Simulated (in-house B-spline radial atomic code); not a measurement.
## How G0W0 and RPA depend on the start: Be

Configuration [He] 2s2. Computed with a B-spline radial code for spherical atoms: all electrons, scalar-relativistic (spin-free one-electron X2C), finite nucleus, each spin shell either full or empty, empty states to l = 9 with an (l + 1/2)⁻⁴ tail; G0W0 by contour deformation at full frequency.

| start | mean-field 2s (eV) | G0W0 (eV) | QP weight | RPA correlation (Eh) |
| --- | --- | --- | --- | --- |
| Hartree-Fock | -8.417 | -9.204 | 0.938 | -0.13239 |
| LDA VWN5 | -5.599 | -8.983 | 0.754 | -0.18206 |
| PBE | -5.610 | -8.951 | 0.756 | -0.1818 |
| PBE0 | -6.493 | -9.152 | 0.857 | -0.16366 |
| r2SCAN | -5.746 | -9.125 | 0.825 | -0.17513 |
| HSE06 | -6.095 | -9.079 | 0.821 | -0.16928 |
| B3LYP (VWN-RPA) | -6.320 | -9.093 | 0.838 | -0.16707 |
| SCAN | -5.752 | -9.128 | 0.827 | -0.17551 |
| TPSS | -5.743 | -9.007 | 0.784 | -0.17686 |
| BHandHLYP | -7.235 | -9.173 | 0.897 | -0.151 |
| CAM-B3LYP | -7.676 | ? | ? | ? |
| LC-wPBE | -8.916 | -9.230 | 0.938 | -0.14292 |
| wB97X | -8.635 | -9.257 | 0.935 | -0.14247 |
| PBEsol | -5.543 | -8.966 | 0.752 | -0.18144 |
| BLYP | -5.468 | -8.858 | 0.733 | -0.18218 |
| r2SCAN0 | -6.550 | ? | ? | ? |

(1) What G0W0 level, weight and RPA correlation energy follow from the r2SCAN0 start?

(2) What G0W0 level, weight and RPA correlation energy follow from the CAM-B3LYP start?

(3) How much of the dependence on the start does G0W0 remove?

Results:

(1) G0W0 level -9.201 eV, weight 0.873, RPA correlation -0.16052 hartree.

(2) G0W0 level -9.199 eV, weight 0.909, RPA correlation -0.15093 hartree.

(3) The mean-field levels span 3.45 eV and the G0W0 levels 0.399 eV. Against 9.323 eV (NIST, measured) the G0W0 removal energies are off by -0.46 to -0.07 eV.
